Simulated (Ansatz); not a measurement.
Species: SnI4 (charge 0, singlet). SMILES: [I][Sn]([I])([I])[I]
Coordinates optimised at B3LYP-D3(BJ)/def2-TZVP (Ansatz, an electronic-structure program):
```
Sn
I 1 2.6917
I 1 2.6917 2 109.47
I 1 2.6917 2 109.47 3 120.00
I 1 2.6917 2 109.47 3 -120.00
```

Computed values are from Ansatz. Valence correlation only, unless marked. UHF or UKS for open shells. No spin-orbit coupling. Frozen are the shells of the preceding noble gas and the d and f shells that filled before the atom's block. Past Kr the def2 sets carry scalar-relativistic core potentials. Basis-set limits of correlation are two-point, X^-3; Hartree-Fock from the larger set. The bracket is a focal-point correction in the basis named.

**Question.** What is the T1 diagnostic at CCSD/def2-TZVPPD?

**Answer.** 0.011.

**Question.** What is the atomisation energy De at RI-MP2/CBS(def2-TZVPPD,def2-QZVPPD)+[CCSD(T)-MP2]/def2-TZVPPD?

**Answer.** 978.0 kJ/mol.

**Question.** What is the total energy at RI-MP2/CBS(def2-TZVPPD,def2-QZVPPD)+[CCSD(T)-MP2]/def2-TZVPPD?

**Answer.** -1401.0765 Eh.

**Question.** What is the dipole moment at CCSD(T)/def2-SVPD?

**Answer.** 0.00 D.
